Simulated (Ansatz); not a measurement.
Ansatz results at the PBE0-D4/def2-TZVP geometry: size of the dipole moment (ωB97M-V/def2-TZVPP) 2.23 D; ideal-gas entropy at 298 K and 1 bar (rigid rotor, harmonic PBE0-D4/def2-TZVP) 306 J/(mol·K); size of the dipole moment (PBE/def2-TZVPP) 1.95 D.

Each molecule was computed in one conformer, which needn't be the lowest.

Which molecule gave them?
A. `[O][AlH2]`•
B. `[BH]OC`•
C. `C#[C][In][CH3]`•
D. `[SH][Al][Cl]`•

D. The others give `C#[C][In][CH3]`•: 0.99, 358, 0.98; `[BH]OC`•: 2.44, 272, 2.41; `[O][AlH2]`•: 1.66, 248, 2.06.
